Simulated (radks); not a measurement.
Question: Sb, 51 electrons, occupied as [Kr] 4d10 5s2 5p3. Method: Dirac Kohn-Sham, BLYP, spin-unpolarised, spherical densities, point nucleus; open shells fill j = l - 1/2 first; computed with a radial shooting solver on a logarithmic mesh with Libxc functionals. Some entries of the table are withheld. Estimate them.

orbital  occ.  eigenvalue (eV)  <r> (bohr)  <r^2> (bohr^2)
1s1/2       2        -30289.28     0.02842        0.001094
2s1/2       2        -4607.349      0.1222             (1)
2p1/2       2              (2)      0.1032         0.01311
2p3/2       4              (3)      0.1087         0.01441
3s1/2       2        -902.6965      0.3303          0.1249
3p1/2       2        -781.4182      0.3209          0.1197
3p3/2       4        -734.9428      0.3322          0.1281
3d3/2       4        -520.6984      0.3034          0.1092
3d5/2       6        -511.0382      0.3070          0.1117
4s1/2       2        -148.1440      0.7906          0.7073
4p1/2       2        -107.1278      0.8324             (4)
4p3/2       4         -98.5073      0.8617             (5)
4d3/2       4         -33.7291       1.024           1.240
4d5/2       6         -32.4842       1.037           1.273
5s1/2       2         -12.5474       2.227           5.657
5p1/2       2          -4.9834         (6)           9.486
5p3/2       1          -4.3787         (7)           10.54

Answer: 
(1) 2s1/2 <r^2> (bohr^2): 0.01767
(2) 2p1/2 eigenvalue (eV): -4310.623
(3) 2p3/2 eigenvalue (eV): -4058.683
(4) 4p1/2 <r^2> (bohr^2): 0.7914
(5) 4p3/2 <r^2> (bohr^2): 0.8483
(6) 5p1/2 <r> (bohr): 2.848
(7) 5p3/2 <r> (bohr): 3.000
